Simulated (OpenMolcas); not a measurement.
Pb3+: effect of the basis set

```json
{"Program": "OpenMolcas 26.06", "Method": "SS-CASPT2, IPEA 0.25 Eh, imaginary shift 0.1 Eh (closed shells correlated: 5d)", "Active space": "1 electron in 4 orbitals (6s 6p)", "State averaging": "2S+1 = 2 even, 1 root; 2S+1 = 2 odd, 3 roots", "Spin-orbit coupling": "RASSI with atomic mean-field integrals over the reference wave functions, term energies averaged over their components"}
```

A. ANO-R1 [7s6p4d2f], X2C, finite nucleus; CASPT2 step about 0.9 core-seconds
B. ANO-RCC-VDZP [7s6p4d2f1g], DKH2, point nucleus; CASPT2 step about 0.9 core-seconds
C. ANO-R2 [8s7p5d3f1g], X2C, finite nucleus; CASPT2 step about 0.8 core-seconds
D. ANO-RCC-VTZP [8s7p5d3f2g], DKH2, point nucleus; CASPT2 step roughly 1.1 core-seconds
E. ANO-R3 [9s8p6d3f2g1h], X2C, finite nucleus; CASPT2 step roughly 1.7 core-seconds
F. ANO-RCC-VQZP [9s8p6d4f3g], DKH2, point nucleus; CASPT2 step of the order of 3 core-seconds

Energies in cm-1 above 6s 2S 1/2, the measured ground level; measured values from Moore, Atomic Energy Levels, vol. III, NSRDS-NBS 35 (1971 reprint of NBS Circular 467, 1958).

```
     Level      A      B      C      D      E      F  Measured
 6s 2S 1/2    0.0    0.0    0.0    0.0    0.0    0.0       0.0
6p 2P* 1/2  76575  78348  79462  80867  80393  80803          
6p 2P* 3/2  96613  99209  96078  97673  97001  96543     97219
```

Among A to F the level of the table that moves most is 6p 2P* 1/2, by 4300 cm-1 (lowest in A, highest in D).

Spin-orbit splittings of 6p shells tend to come out small when the coupling is added on scalar orbitals. With one active electron, CASPT2 adds the correlation within the correlated inactive shells and between them and that electron, and leaves the splitting within a term as the reference gives it. The basis is small and was not contracted for so high a charge (holds for A; B). Only configurations of the active space appear.

* marks odd parity.
